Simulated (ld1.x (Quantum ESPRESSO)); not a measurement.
## Mo (Z = 42), TM: configuration errors across variants

```
Element                 : molybdenum (Mo)
Generator               : ld1.x (Quantum ESPRESSO) 7.5
Type                    : norm-conserving Troullier–Martins (Kleinman–Bylander form)
Functional              : LDA (PZ)
Relativity              : fully relativistic
Frozen core             : [Ar] 3d10
Valence charge          : 14
Reference configuration : 4s2 4p6 4d5 5s0 5p0 (charge +1)
Partial waves           : 4s (bound): rc 1.55 bohr; 4p (bound): rc 1.50 bohr; 4d (bound): rc 1.45 bohr; 4f channel at -0.15 Ry: rc 1.20 bohr
Local potential         : all-electron potential smoothed inside 1.50 bohr (lloc = -1)
Core correction         : Bessel-smoothed model core inside 0.90 bohr
```

Open shells are filled in proportion to 2j + 1 (rel_dist='average').

All-electron excitation energies from the reference (eV): (1) 4s2 4p6 4d5 5s1 5p0 -7.187; (2) 4s2 4p6 4d4 5s0 5p0 15.702; (3) 4s2 4p6 4d3 5s0 5p0 42.660; (4) 4s2 4p6 4d5 5s0.5 5p0 -4.323; (5) 4s1 4p6 4d5 5s1 5p0 63.106; (6) 4s2 4p6 4d2 5s0 5p0 82.352; (7) 4s2 4p6 4d6 5s0 5p0 -6.366.

2 further variants failed, have other tests or too few solved ones, and are left out.

Errors AE − PS in meV (a dash: test not solved or not reliable):

| change | (1) | (2) | (3) | (4) | (5) | (6) | (7) | bound ghosts |
| --- | --- | --- | --- | --- | --- | --- | --- | --- |
| base | +183 | +1.3 | +8.6 | +106 | +310 | +33 | +0.1 | not determined |
| wave 4p (bound): rc 1.50 bohr becomes 4p (bound): rc 2.10 bohr | +183 | +1.8 | +13 | +106 | +328 | +51 | 0.0 | none |
| local potential the d channel | +117 | +1.9 | +8.9 | +68 | +176 | +31 | -1.2 | not determined |

(1) Give the same row for: wave 4d (bound): rc 1.45 bohr becomes 4d (bound): rc 1.74 bohr.

Answers

(1) +183, +1.0, +8.1, +106, +304, +34, +0.1; bound ghosts: not determined.
